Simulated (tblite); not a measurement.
A tight-binding relaxation on `CC([SiH]1C[SiH]C1)=C` [radical].

Computed with GFN2-xTB geometry optimisation, gas phase (tblite 0.8.0). Start geometry: from a force field or distance geometry. A driver script takes a list of jobs; this job's settings line and coordinates (Å) are shown.

Command:
```bash
OMP_NUM_THREADS=1 python probes_run.py task.json out
```

Input:
```
{"job": {"kind": "relax", "xc": "GFN2-xTB", "basis": "xTB"}, "charge": 0, "multiplicity": 2}
C      1.811700     1.286800    -0.699100
C      1.225400     0.489100     0.204200
C      2.065900    -0.309800     1.196500
Si    -0.606700     0.292300     0.353100
C     -1.570900     0.560000    -1.241700
Si    -2.685700    -0.890800    -0.692100
C     -1.190200    -1.517700     0.324600
H      2.889600     1.397400    -0.756600
H      1.230500     1.870900    -1.409100
H      1.803400    -0.038200     2.230200
H      3.125700    -0.121700     1.059400
H      1.894200    -1.385600     1.064500
H     -1.162800     1.049800     1.518500
H     -2.075000     1.522600    -1.330800
H     -1.011700     0.351500    -2.157800
H     -3.763700    -0.406500     0.220400
H     -1.445300    -1.942100     1.303700
H     -0.543300    -2.201800    -0.233000
```

Output:
```
step      E/eV     max force
  0    -533.94145    1.597
  1    -533.99665    0.661
  2    -534.02201    0.416
  3    -534.04156    0.306
  4    -534.05669    0.255
  5    -534.06329    0.190
  6    -534.06793    0.157
  7    -534.07043    0.156
  8    -534.07340    0.146
  9    -534.07685    0.194
... (52 lines left out)
 62    -534.17623    0.022
 63    -534.17629    0.025
 64    -534.17636    0.025
 65    -534.17644    0.023
 66    -534.17653    0.023
 67    -534.17660    0.018
 68    -534.17666    0.017
 69    -534.17669    0.016
 70    -534.17671    0.012
 71    -534.17673    0.010
```

«max force» is the largest atomic force in eV/Å.

Task: From which step on does the largest force stay under 0.1 eV/Å, and how much energy is left to gain from there?

Result: From step 56 (0.085 eV/Å), 2.3 meV above the end.

Main results: energy lowered by 5.4 kcal/mol over 71 steps; largest atomic force 0.010 eV/Å at the end.

Time: 0.54 s. Hardware: one thread, Arm Neoverse V2 (aarch64) (shared host).
Labels such as C1 count atoms from 1, the log's own numbers from 0.
